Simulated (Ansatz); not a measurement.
`[OH][AlH][SiH2]P` and `P[SiH2][AlH][Cl]` differ in one atom or group.

Ansatz, PBE0-D4/def2-TZVP geometries, multiplicity 1. Each molecule was computed in one conformer, which needn't be the lowest.

```
                                                                                  property  `[OH][AlH][SiH2]P`
                                                         HOMO energy (PBE/def2-TZVPP) / eV               -5.93
                                            zero-point energy (PBE0-D4/def2-TZVP) / kJ/mol               145.5
ideal-gas entropy at 298 K and 1 bar (rigid rotor, harmonic PBE0-D4/def2-TZVP) / J/(mol·K)                 383
                                                       HOMO energy (B3LYP/def2-TZVPP) / eV               -6.74
                                                         LUMO energy (PBE/def2-TZVPP) / eV               -2.23
                                          size of the dipole moment (B3LYP/def2-TZVPP) / D                1.80
```

Problem. Give the same properties after the change, and the shifts. (Best estimate.)

Solution. Ansatz gave: 
```
                                                                                  property  `P[SiH2][AlH][Cl]`  shift
                                                         HOMO energy (PBE/def2-TZVPP) / eV               -6.13  -0.20
                                            zero-point energy (PBE0-D4/def2-TZVP) / kJ/mol               113.6  -31.9
ideal-gas entropy at 298 K and 1 bar (rigid rotor, harmonic PBE0-D4/def2-TZVP) / J/(mol·K)                 388      5
                                                       HOMO energy (B3LYP/def2-TZVPP) / eV               -6.94  -0.20
                                                         LUMO energy (PBE/def2-TZVPP) / eV               -2.76  -0.53
                                          size of the dipole moment (B3LYP/def2-TZVPP) / D                1.17  -0.63
```

With PBE0 the HOMO falls by 0.20 eV and the LUMO falls by 0.53 eV, so the gap narrows by about 0.33 eV. PBE moves the HOMO by -0.20 eV and ωB97M-V by -0.19 eV. The zero-point energy changes by -31.9 kJ/mol with -3 modes. Dipoles are sizes alone; their direction can turn. Modes under 60 cm⁻¹, often nearly free rotors, make the harmonic entropy too high.

B3LYP here is the variant with VWN-RPA as its local correlation; programs differ in this.
